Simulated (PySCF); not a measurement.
Sn(F)(OH) (FHOSn), SMILES [OH][Sn][F] (connectivity only; charge and spin as stated), neutral, multiplicity 1.

The structure is a stationary point at PBE-D3(BJ)/def2-TZVP. The def2 effective core potentials stand for the cores of Sn; spin–orbit coupling is left out. The values are those of a single conformer.

All values below come from PBE-D3(BJ)/def2-TZVP (PySCF).

Frequencies are harmonic and unscaled.

```json
[
 {"mode": "1", "ν (cm⁻¹)": "170", "IR (km/mol)": "19.1", "moving atoms (share of kinetic energy)": "F 43 %, O 38 %, Sn 10 %, H 9 %"},
 {"mode": "2", "ν (cm⁻¹)": "447", "IR (km/mol)": "123.0", "moving atoms (share of kinetic energy)": "H 90 %, O 8 %"},
 {"mode": "3", "ν (cm⁻¹)": "538", "IR (km/mol)": "92.4", "moving atoms (share of kinetic energy)": "F 80 %, Sn 14 %"},
 {"mode": "4", "ν (cm⁻¹)": "578", "IR (km/mol)": "91.1", "moving atoms (share of kinetic energy)": "O 81 %, Sn 12 %"},
 {"mode": "5", "ν (cm⁻¹)": "729", "IR (km/mol)": "44.0", "moving atoms (share of kinetic energy)": "H 90 %, O 8 %"},
 {"mode": "6", "ν (cm⁻¹)": "3686", "IR (km/mol)": "52.8", "moving atoms (share of kinetic energy)": "H 94 %"}
]
```
